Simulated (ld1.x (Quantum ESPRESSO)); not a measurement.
## Which change was made? (Ga, RRKJ)

ld1.x (Quantum ESPRESSO) 7.5 input, shortened:

```
&input
   title='Ga', zed=31., rel=1, dft='PZ', iswitch=3,
   config='[Ar] 3d10 4s1.5 4p1.5 4f-2'
 /
 &inputp
   pseudotype=2, tm=.false., lloc=1,
   nlcc=.false.
 /
4
4S  1  0   1.50   0.00  1.60  1.60  0.0
3D  3  2  10.00   0.00  0.75  0.75  0.0
4F  4  3  -2.00  -0.05  1.65  1.65  0.0
3P  2  1   6.00   0.00  0.70  0.70  0.0
 &test
   configts(1)='3p6 3d10 4s1.5 4p1.5'
 /
```

Occupied shells without a wave of their own: 4p. They enter only through the test configuration that unscreens the potential.

Cutoffs, loose and tight: the cutoffs (Ry, on a coarse ladder) from which the occupation-weighted sum of valence levels, in a spherical-Bessel basis at the reference potential, stays within 10 and 1 mRy of its value at 400 Ry. They do not see the model core or the augmentation charge, which bear on the density cutoff. Test errors are all-electron minus pseudo excitation energies from the reference, over the configurations 3p6 3d10 4s2 4p1; 3p6 3d10 4s2 4p0; 3p6 3d10 4s1 4p0; 3p6 3d10 4s2 4p0.5; 3p6 3d9 4s2 4p2; 3p6 3d10 4s0 4p3; 3p6 3d9 4s0 4p0 (two spin-polarised tests are not counted in the largest error); variants that change the core or the reference have their own tests. The largest error is taken over the tests solved by every variant that gives reliable tests at all, those not shown here included: 3p6 3d10 4s0 4p3; 3p6 3d10 4s2 4p0.5; 3p6 3d10 4s2 4p1; 3p6 3d9 4s0 4p0.

The base gives: outcome: generated; cutoff, loose: 300 Ry; cutoff, tight: over 300 Ry; bound ghosts: s; largest test error (meV): +43.

After one change the result is: outcome: generated, misses its reference levels by 1.04 eV; cutoff, loose: 300 Ry; cutoff, tight: over 300 Ry; bound ghosts: none; largest test error (meV): +7282. Which change was it?
A. wave 3p (bound): rc 0.70 bohr becomes 3p (bound): rc 0.90 bohr
B. all radii scaled by about 0.85 (s 1.36, p 0.60, d 0.64, f 1.40 bohr)
C. reference 3p6 3d10 4s1 4p0
D. local potential the s channel

D. The others give: reference 3p6 3d10 4s1 4p0 → outcome: failed: compute_phi: phi has nodes before r_c | wave 3p (bound): rc 0.70 bohr becomes 3p (bound): rc 0.90 bohr → outcome: failed: run_pseudo: Errors in PS-KS equation | all radii scaled by about 0.85 (s 1.36, p 0.60, d 0.64, f 1.40 bohr) → outcome: failed: compute_chi: n is too large.
